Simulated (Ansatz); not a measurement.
Stepwise reaction of `[OH][GeH3]` with water, as a gas-phase model of exchange steps in deposition or etching. ΔE in kJ/mol.

Calculated with Ansatz (gas phase, PBE0-D4/def2-TZVP geometries, no zero-point term in ΔE). CCSD(T)/CBS adds triple-zeta CCSD(T) − MP2 to the extrapolated MP2 energy (def2 sets, frozen cores). This one scheme is used for every species. DFT in def2-TZVPP. B3LYP here is the variant with VWN-RPA as its local correlation; programs differ in this. For Ge outer-core shells are correlated without core-valence functions, which leaves a few kJ/mol of doubt a bond. Scalar relativity is left out up to krypton. One conformer a species, not always the lowest.

| step | reaction | PBE-D4 | B3LYP-D4 | ωB97M-V | CCSD(T)/CBS |
| --- | --- | --- | --- | --- | --- |
| 1 | `[OH][GeH3]` + H₂O → `[OH][GeH2][OH]` + H₂ | -19.6 | -21.1 | -21.0 | -19.9 |
| 2 | `[OH][GeH2][OH]` + H₂O → `[OH][GeH]([OH])[OH]` + H₂ | -31.8 | -34.8 | -35.7 | -33.9 |

**Question.** Give the row of step 3, `[OH][GeH]([OH])[OH]` + H₂O → `[OH][Ge]([OH])([OH])[OH]` + H₂. (Estimate.)

**Answer.** Ansatz gave: 
```
step                                                       reaction  PBE-D4  B3LYP-D4  ωB97M-V  CCSD(T)/CBS
   3  `[OH][GeH]([OH])[OH]` + H₂O → `[OH][Ge]([OH])([OH])[OH]` + H₂   -25.1     -28.3    -29.2        -28.1
```

**Question.** By hand: ΔE of the 3 steps together at CCSD(T)/CBS.

**Answer.** (-19.9) + (-33.9) + (-28.1) = -81.9 kJ/mol, or -27.3 kJ/mol a step.

In ΔE step 2 is the lowest and step 1 the highest. All are downhill at CCSD(T)/CBS. PBE-D4 differs from CCSD(T)/CBS by 0.3 to 3.0 kJ/mol a step. Isolated molecules leave out the surface, adducts and barriers. Largest T1 diagnostic: 0.012.
